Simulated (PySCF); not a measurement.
Z-matrix (Å, degrees):
```
Ge
H 1 1.5368
H 1 1.5387 2 109.59
H 1 1.5424 2 108.47 3 -117.49
C 1 1.9194 2 109.95 4 -121.30
H 5 1.0839 1 122.11 2 20.23
H 5 1.0842 6 115.98 1 -178.06
```
Charge 0, spin multiplicity 2.

**Question.** What total energy, highest occupied spin orbital and dipole moment does PBE0-D3(BJ)/def2-TZVP (PySCF 2.14.0) give?

**Answer.** 
The total energy is -2117.7402 Ha. The highest occupied spin orbital comes out as -6.88 eV and the dipole moment comes out as 0.52 D.
